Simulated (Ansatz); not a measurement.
BH3Se, SMILES `B[SeH]`, relaxed with RKS PBE0-D4/def2-TZVP in Ansatz from a PBE-D4/def2-SVP geometry. The force threshold is 0.005 eV/Å; the program also tests the step.

Total charge 0; spin multiplicity 1.

Start:

```xyz
5

B     0.233    0.496   -0.330
Se   -0.846   -0.304    1.025
H     0.925   -0.176   -1.061
H     0.167    1.705   -0.396
H    -0.479   -1.722    0.763
```

(1) How much energy does the relaxation release, and in how many steps? (An estimate is asked.)

(2) Which bonds change most? (An estimate is asked.)

(3) Give the relaxed structure. (Best estimate.)

## Answers

(1) The calculation gave: 0.36 kcal/mol, in 5 steps, 1 of them rejected.

(2) Computed: B1–H4 from 1.213 to 1.191 Å; B1–H3 from 1.210 to 1.189 Å; Se2–H5 from 1.488 to 1.470 Å; B1–Se2 from 1.908 to 1.899 Å.

(3) Ansatz gave: 
```xyz
5

B     0.231    0.495   -0.329
Se   -0.840   -0.306    1.018
H     0.911   -0.167   -1.046
H     0.172    1.683   -0.399
H    -0.474   -1.705    0.755
```
